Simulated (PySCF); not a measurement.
PySCF job for Si(F)(OH)2(SiH3) (FH₅O₂Si₂), SMILES O[Si](O)(F)[SiH3], TDDFT-PBE/def2-SVPD. The structure is a stationary point at B3LYP-D3(BJ)/def2-SVP. This is a generated structure with no PubChem entry under its InChIKey; it may be hypothetical. One conformer was computed; it need not be the lowest.

```python
import numpy as np
from pyscf import gto, scf, dft, tdscf

mol = gto.M(
    atom='''
    O    -1.08315656   -0.92981860   -1.15253842
    Si   -0.39387133    0.12629397   -0.09394177
    O    -0.49783341    1.64557460   -0.75067492
    F    -1.22511828    0.16735596    1.31096899
    Si    1.77129537   -0.60650090    0.36404039
    H    -1.88736028   -0.64507481   -1.60602144
    H    -0.45905308    2.39951100   -0.15023836
    H     2.41105458    0.33216882    1.33312411
    H     1.74862380   -1.97302663    0.95934278
    H     2.57678244   -0.62293303   -0.89060204
    ''',
    basis='def2-SVPD',
    charge=0,
    spin=0,
    max_memory=1600,
    verbose=4,
)
mf = dft.RKS(mol, xc='pbe').density_fit(auxbasis='def2-universal-jkfit')
mf.grids.level = 3
mf.conv_tol = 1e-9
mf.max_cycle = 100
mf.kernel()
mf.grids = dft.Grids(mol).set(level=1).build(with_non0tab=True)  # coarser grid for the response kernel
td = tdscf.TDDFT(mf)
td.singlet = True
td.nstates = 10
td.conv_tol = 1e-4
td.positive_eig_threshold = 1e-6
td.kernel(x0=td.get_init_guess(mf, 15))
td.analyze()
tt = tdscf.TDA(mf)
tt.singlet = False
tt.nstates = 4
tt.conv_tol = 1e-4
tt.positive_eig_threshold = 1e-6
tt.kernel(x0=tt.get_init_guess(mf, 9))
tt.analyze(verbose=3)
```

Log of the run:

```
PySCF version 2.14.0

[INPUT] verbose = 4
[INPUT] num. atoms = 10
[INPUT] num. electrons = 58
[INPUT] charge = 0
[INPUT] spin (= nelec alpha-beta = 2S) = 0
[INPUT] symmetry False subgroup None
[INPUT] Mole.unit = angstrom
[INPUT] Symbol           X                Y                Z      unit          X                Y                Z       unit  Magmom
[INPUT]  1 O     -1.083156560000  -0.929818600000  -1.152538420000 AA   -2.046869248426  -1.757102499527  -2.177981961839 Bohr   0.0
[INPUT]  2 Si    -0.393871330000   0.126293970000  -0.093941770000 AA   -0.744308942018   0.238661014484  -0.177524216957 Bohr   0.0
[INPUT]  3 O     -0.497833410000   1.645574600000  -0.750674920000 AA   -0.940768800558   3.109685311541  -1.418570007380 Bohr   0.0
[INPUT]  4 F     -1.225118280000   0.167355960000   1.310968990000 AA   -2.315138019398   0.316256929714   2.477372348898 Bohr   0.0
[INPUT]  5 Si     1.771295370000  -0.606500900000   0.364040390000 AA    3.347263135010  -1.146120595302   0.687936635380 Bohr   0.0
[INPUT]  6 H     -1.887360280000  -0.645074810000  -1.606021440000 AA   -3.566594027582  -1.219014720756  -3.034940671780 Bohr   0.0
[INPUT]  7 H     -0.459053080000   2.399511000000  -0.150238360000 AA   -0.867484597838   4.534418622881  -0.283909353804 Bohr   0.0
[INPUT]  8 H      2.411054580000   0.332168820000   1.333124110000 AA    4.556232827578   0.627708096920   2.519239457955 Bohr   0.0
[INPUT]  9 H      1.748623800000  -1.973026630000   0.959342780000 AA    3.304420076896  -3.728479967174   1.812895113779 Bohr   0.0
[INPUT] 10 H      2.576782440000  -0.622933030000  -0.890602040000 AA    4.869413094189  -1.177172820645  -1.682993941579 Bohr   0.0

nuclear repulsion = 313.104801863972
number of shells = 67
number of NR pGTOs = 233
number of NR cGTOs = 157
basis = def2-SVPD
ecp = {}


[settings echo left out]
init E= -831.740327158404
  HOMO = -0.318259207752386  LUMO = -0.0619466319894837  gap/eV = 6.97462
cycle= 1 E= -831.291288217392  delta_E= 0.449  |g|= 1.13  |ddm|= 3.83
  HOMO = -0.125522455920643  LUMO = -0.011374858746691  gap/eV = 3.10611
cycle= 2 E= -830.297017608115  delta_E= 0.994  |g|= 2.48  |ddm|=  3.2
  HOMO = -0.264969769141961  LUMO = -0.0386643130327  gap/eV = 6.15809
cycle= 3 E= -831.521814038542  delta_E= -1.22  |g|= 0.171  |ddm|=  2.4
  HOMO = -0.269324916999424  LUMO = -0.0330638194619479  gap/eV = 6.42899
cycle= 4 E= -831.524272710829  delta_E= -0.00246  |g|= 0.168  |ddm|= 0.346
  HOMO = -0.27131435808873  LUMO = -0.0339947822349407  gap/eV = 6.45779
cycle= 5 E= -831.529020307162  delta_E= -0.00475  |g|= 0.0244  |ddm|= 0.14
  HOMO = -0.269143899445598  LUMO = -0.0331577497969451  gap/eV = 6.42151
cycle= 6 E= -831.52918466794  delta_E= -0.000164  |g|= 0.0063  |ddm|= 0.0434
  HOMO = -0.269492394294914  LUMO = -0.033352323902613  gap/eV = 6.42570
cycle= 7 E= -831.529192635266  delta_E= -7.97e-06  |g|= 0.00312  |ddm|= 0.0091
  HOMO = -0.269485181649497  LUMO = -0.0333504956357866  gap/eV = 6.42555
cycle= 8 E= -831.529194338188  delta_E= -1.7e-06  |g|= 0.000858  |ddm|= 0.00312
  HOMO = -0.269490360654852  LUMO = -0.0333615136684329  gap/eV = 6.42539
cycle= 9 E= -831.529194507881  delta_E= -1.7e-07  |g|= 0.000108  |ddm|= 0.00119
  HOMO = -0.269493287218078  LUMO = -0.0333624467571396  gap/eV = 6.42545
cycle= 10 E= -831.529194510632  delta_E= -2.75e-09  |g|= 2.74e-05  |ddm|= 0.000257
  HOMO = -0.269498689818808  LUMO = -0.0333650373149164  gap/eV = 6.42552
cycle= 11 E= -831.529194510829  delta_E= -1.97e-10  |g|= 1.43e-05  |ddm|= 9.21e-05
  HOMO = -0.269493734478873  LUMO = -0.0333627736152748  gap/eV = 6.42545
Extra cycle  E= -831.52919451079  delta_E= 3.91e-11  |g|= 1.89e-05  |ddm|= 5.81e-05
converged SCF energy = -831.52919451079
tot grids = 40848
Overwritten attributes  positive_eig_threshold  of <class 'pyscf.tdscf.rks.CasidaTDDFT'>


******** <class 'pyscf.tdscf.rks.CasidaTDDFT'> for <class 'pyscf.df.df_jk.DFRKS'> ********
nstates = 10 singlet
deg_eia_thresh = 1.000e-03
wfnsym = None
conv_tol = 0.0001
eigh lindep = 1e-12
eigh level_shift = 0
eigh max_cycle = 100


Excitation energies (eV)
[6.61316441 6.87032215 7.09922241 7.30868258 7.47818915 7.59045874
 7.66375353 7.69138071 7.72760151 7.79808234]

** Singlet excitation energies and oscillator strengths **
Excited State   1:      6.61316 eV    187.48 nm  f=0.1372
      29 -> 30        0.62844
      29 -> 31       -0.28334
      29 -> 32        0.12084
Excited State   2:      6.87032 eV    180.46 nm  f=0.0405
      29 -> 30       -0.25658
      29 -> 31       -0.62468
      29 -> 32       -0.10290
Excited State   3:      7.09922 eV    174.64 nm  f=0.0217
      29 -> 30       -0.14564
      29 -> 32        0.65751
Excited State   4:      7.30868 eV    169.64 nm  f=0.0014
      28 -> 30       -0.69747
Excited State   5:      7.47819 eV    165.79 nm  f=0.0071
      27 -> 30        0.15456
      27 -> 31       -0.10661
      28 -> 31       -0.67179
Excited State   6:      7.59046 eV    163.34 nm  f=0.0049
      27 -> 30        0.65487
      28 -> 31        0.14703
      29 -> 33       -0.10789
Excited State   7:      7.66375 eV    161.78 nm  f=0.0044
      26 -> 30       -0.12113
      27 -> 31       -0.66215
      29 -> 34        0.10387
Excited State   8:      7.69138 eV    161.20 nm  f=0.0319
      27 -> 32       -0.14389
      29 -> 33       -0.55786
      29 -> 34        0.34085
      29 -> 35        0.12852
Excited State   9:      7.72760 eV    160.44 nm  f=0.0190
      26 -> 30       -0.15178
      28 -> 32       -0.63846
      29 -> 34       -0.14329
Excited State  10:      7.79808 eV    158.99 nm  f=0.0028
      25 -> 30       -0.11088
      26 -> 30       -0.63567
      26 -> 31        0.18196
      28 -> 32        0.13663

** Transition electric dipole moments (AU) **
state          X           Y           Z        Dip. S.      Osc.
  1        -0.8279      0.2889     -0.2790      0.8466      0.1372
  2        -0.1583     -0.4242     -0.1891      0.2408      0.0405
  3        -0.1560     -0.1427      0.2830      0.1248      0.0217
  4         0.0508     -0.0731     -0.0092      0.0080      0.0014
  5         0.1784      0.0455     -0.0679      0.0385      0.0071
  6        -0.0856     -0.1187      0.0707      0.0264      0.0049
  7         0.0407     -0.0353      0.1425      0.0232      0.0044
  8         0.3805     -0.1167      0.1035      0.1691      0.0319
  9         0.2303      0.1021      0.1925      0.1005      0.0190
 10         0.0006      0.1124      0.0454      0.0147      0.0028

** Transition velocity dipole moments (imaginary part, AU) **
state          X           Y           Z        Dip. S.      Osc.
  1        -0.2027      0.0724     -0.0687      0.0511      0.1400
  2        -0.0424     -0.1116     -0.0512      0.0169      0.0446
  3        -0.0431     -0.0376      0.0769      0.0092      0.0235
  4         0.0122     -0.0188     -0.0051      0.0005      0.0013
  5         0.0456      0.0137     -0.0200      0.0027      0.0065
  6        -0.0200     -0.0344      0.0191      0.0019      0.0047
  7         0.0080     -0.0059      0.0375      0.0015      0.0036
  8         0.1043     -0.0313      0.0296      0.0127      0.0300
  9         0.0676      0.0254      0.0564      0.0084      0.0197
 10         0.0022      0.0338      0.0153      0.0014      0.0032

** Transition magnetic dipole moments (imaginary part, AU) **
state          X           Y           Z
  1         0.1125     -0.0853     -0.2585
  2        -0.0968     -0.0672      0.2737
  3         0.0515      0.1926      0.1485
  4         0.1639     -0.1689      0.2862
  5        -0.1855      0.2508     -0.2820
  6        -0.0310     -0.3932     -0.5589
  7         0.4407     -0.2755     -0.0267
  8         0.0746      0.0978     -0.1511
  9         0.3891     -0.0654     -0.0837
 10         0.4135      0.1305     -0.3079
Overwritten attributes  positive_eig_threshold  of <class 'pyscf.tdscf.rks.TDA'>


******** <class 'pyscf.tdscf.rks.TDA'> for <class 'pyscf.df.df_jk.DFRKS'> ********
nstates = 4 triplet
deg_eia_thresh = 1.000e-03
wfnsym = None
conv_tol = 0.0001
eigh lindep = 1e-12
eigh level_shift = 0
eigh max_cycle = 100


Excitation energies (eV)
[6.07548913 6.24356396 6.41628573 7.06839729]

** Triplet excitation energies and oscillator strengths **
Excited State   1:      6.07549 eV    204.07 nm  f=0.0000
Excited State   2:      6.24356 eV    198.58 nm  f=0.0000
Excited State   3:      6.41629 eV    193.23 nm  f=0.0000
Excited State   4:      7.06840 eV    175.41 nm  f=0.0000
```

Self-consistency was reached.
